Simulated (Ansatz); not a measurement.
Basis-set extrapolation for `COB(O)Cl` (PBE0-D4/def2-TZVP geometry, frozen core, the Gaussian-basis code of Ansatz). Multiplicity 1, RHF reference.

```csv
,def2-TZVPP,def2-QZVPP
HF,-674.361600,-674.384550
MP2 correlation,-0.931120,-1.006968
CCSD(T) correlation,-1.001922,-1.074167
```

Energies in hartree. Use E(X) = E(∞) + A·exp(−7.88·√X) for Hartree–Fock and E(X) = E(∞) + B·X^(−2.97) for correlation, with X = 3 and 4.

What is the CCSD(T) energy at the basis-set limit?

HF limit: -674.384550 + (-0.022950) × 0.13774 = -674.38771. Correlation limit: -1.074167 + (-0.072245) × 0.74074 = -1.12768. Total: -675.51539 hartree, 4.13 eV below CCSD(T)/def2-TZVPP.
